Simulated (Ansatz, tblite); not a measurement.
Removing and adding an electron: `Cn1cccc1-c1cccn1C`. Charge 0, multiplicity 1. Geometry: r2SCAN-D4/def2-SVP. Ansatz, gas phase; energy differences of separate SCF runs; the oxidised species was run as a doublet alone; the reduced species was run as a doublet alone.

The xTB rows come from tblite. Correlated methods freeze 12 core orbitals.

| level | −HOMO (eV) | vertical IE (eV) | −LUMO (eV) | vertical EA (eV) | HOMO–LUMO gap (eV) | IE − EA (eV) | remarks |
| --- | --- | --- | --- | --- | --- | --- | --- |
| GFN1-xTB | 10.17 | 12.70 | 6.64 | 4.10 | 3.53 | 8.60 | – |
| GFN2-xTB | 9.25 | 11.87 | 5.64 | 3.07 | 3.61 | 8.80 | – |
| PBE-D4/def2-TZVP | 4.44 | 6.82 | 0.71 | -1.41 | 3.73 | 8.23 | HOMO above zero (-1 doublet) |
| PBE0-D4/def2-TZVP | 5.32 | 6.92 | -0.13 | -1.54 | 5.45 | 8.46 | HOMO above zero (-1 doublet) |
| B2PLYP/def2-TZVP | – | 6.94 | – | -1.79 | – | 8.73 | – |

   A HOMO above zero means that the electron is unbound at that level or that self-interaction error raises the level; the energy of removing that electron tells which. Raw xTB energy differences between charge states are shifted by several eV; the methods need an empirical correction for them. Sets without diffuse functions give affinities that are too small. A negative affinity means that the extra electron isn't bound; its size then hangs on the basis.
